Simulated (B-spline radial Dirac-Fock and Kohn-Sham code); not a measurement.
## Kohn-Sham estimates against Dirac-Fock for the levels of Ce

System: the Ce atom in the configuration [Xe] 4f1 5d1 6s1 6p1 (not the ground configuration).

The density-functional columns are spherical, spin-unpolarised Dirac-Kohn-Sham results without Breit or QED terms: −ε is minus the orbital energy of the initial state and ΔSCF the difference of two total energies. The reference in the last column comes from Dirac-Fock (average of configuration) total-energy differences with a finite nucleus, the Breit interaction including its frequency dependence, and self-energy and vacuum-polarisation corrections. All numbers are from a radial B-spline solver, in eV; a selection of levels is shown. For the 1s level of heavy atoms much of the gap between ΔSCF and the reference is the Breit and QED part, -156.0 eV here; for other levels the error of the functional can be larger.

| level | LDA −ε | LDA ΔSCF | Dirac-Fock |
| --- | --- | --- | --- |
| K (1s) | 40191.1 | 40594.8 | 40451.6 |
| L1 (2s) | 6434.7 | 6507.7 | 6565.8 |
| L2 (2p1/2) | 6078.5 | 6170.2 | 6175.8 |
| L3 (2p3/2) | 5632.5 | 5716.7 | 5734.7 |
| M1 (3s) | 1386.1 | 1409.8 | 1451.7 |
| M2 (3p1/2) | 1234.8 | 1259.6 | 1286.9 |
| M3 (3p3/2) | 1147.2 | 1170.8 | 1198.5 |
| M4 (3d3/2) | 881.6 | 908.6 | 913.6 |
| M5 (3d5/2) | 862.7 | 889.3 | 895.2 |
| N1 (4s) | 281.0 | 291.2 | 310.7 |
| N2 (4p1/2) | 224.8 | 234.8 | 247.6 |
| N3 (4p3/2) | 205.9 | 215.5 | 228.6 |
| N4 (4d3/2) | 113.4 | 122.5 | 123.1 |
| N5 (4d5/2) | 110.1 | 119.1 | 119.9 |
| N6,7 (4f) | 6.75 | 13.74 | 11.07 |
| O2 (5p1/2) | 26.37 | 31.10 | 30.43 |
| O3 (5p3/2) | 23.56 | 28.13 | 27.63 |
| O4,5 (5d) | 4.09 | 7.41 | 6.45 |
| P1 (6s) | 4.53 | 6.88 | 5.91 |
| P2,3 (6p) | 1.94 | 3.74 | 3.18 |

Values without a named source are computed, but for edge energies of neutral atoms, which are taken from tables.
